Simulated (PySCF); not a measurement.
**Broadened absorption spectrum of C6H9BO2**

C6H9BO2.
InChI=1S/C6H9BO2/c1-2-5(1)6-3-8-7-9-4-6/h3-5H,1-2,7H2

Method used: PySCF 2.14.0, density-fitted response routines, TDDFT CAM-B3LYP/def2-SVPD, vertical, gas phase, core orbitals frozen in the response. One conformer (not necessarily the lowest) at the PBE0-D3(BJ)/def2-SVP geometry, without solvent, vibrations or thermal averaging. Torsions of this conformer, `[BH2-:1]1[O:2][CH:3]=[C:4]([CH:5]2[CH2:6][CH2:7]2)[CH:8]=[O+:9]1`: C3–C4–C5–C6 145°.

Computed states:

```csv
state,E (eV),f
S1,3.35,0.039
S2,4.85,0.0020
S3,5.60,0.053
S4,6.18,0.028
S5,6.42,0.0002
S6,6.59,0.0026
S7,6.69,0.0001
S8,6.84,0.0020
S9,6.99,0.0010
S10,7.06,0.189
```

Each state is given a Gaussian of 0.25 eV full width at half maximum, with ε(max) = 2.175×10⁸ f / Δν̃ (Δν̃ the width in cm⁻¹). The width is an assumption, not a result. The curve ends short of the highest state used, and states not computed would add to its high-energy end.

Question: Give the broadened spectrum and its maxima.

Answer: 
E (eV), ε (L mol⁻¹ cm⁻¹) and a bar:
```
     2.97          7 
     3.09        212 #
     3.21       1769 #########
     3.33       4107 ######################
     3.45       2657 ##############
     3.57        479 ###
     3.70         18 
     3.82          0 
     3.94          0 
     4.06          0 
     4.18          0 
     4.30          0 
     4.42          0 
     4.54          3 
     4.66         45 
     4.78        176 #
     4.90        193 #
     5.02         59 
     5.14          5 
     5.26         33 
     5.38        660 ####
     5.50       3642 ####################
     5.62       5600 ##############################
     5.74       2400 #############
     5.86        316 ##
     5.98        492 ###
     6.10       2219 ############
     6.22       2847 ###############
     6.34       1051 ######
     6.46        260 #
```

Maxima: 370 nm (3.35 eV), ε about 4200, made up of S1 (100%); 256 nm (4.85 eV), ε about 220, made up of S2 (100%); 221 nm (5.60 eV), ε about 5700, made up of S3 (100%); 201 nm (6.18 eV), ε about 3000, made up of S4 (100%) (ε in L mol⁻¹ cm⁻¹; maxima over ε = 5, shares over 10%).

Question: On this curve, what absorbance would a 10⁻⁴ mol/L sample give at 266 nm over a 1 cm path?

Answer: 266 nm is 4.661 eV, where ε is about 46 L mol⁻¹ cm⁻¹, so A = ε c l ≈ 0.0046 (Beer–Lambert, with the gas-phase spectrum and the assumed width).

Question: Does any computed singlet lie in the visible range?

Answer: No computed singlet lies in the visible range (380 to 750 nm); the lowest, at 370 nm, stands 0.09 eV above its violet end (3.26 eV); a Tamm–Dancoff triplet lies at 585 nm, without intensity as long as spin–orbit coupling is left out.

Question: What would ε be at 5.60 eV, the highest of these maxima, with half the width (0.125 eV)?

Answer: About 11400 L mol⁻¹ cm⁻¹ against 5700, a factor of about 2.00; a lone state at its own centre would give exactly 2.

The vertical ionisation energy (ΔSCF) is 8.45 eV, 1.39 eV above S10.
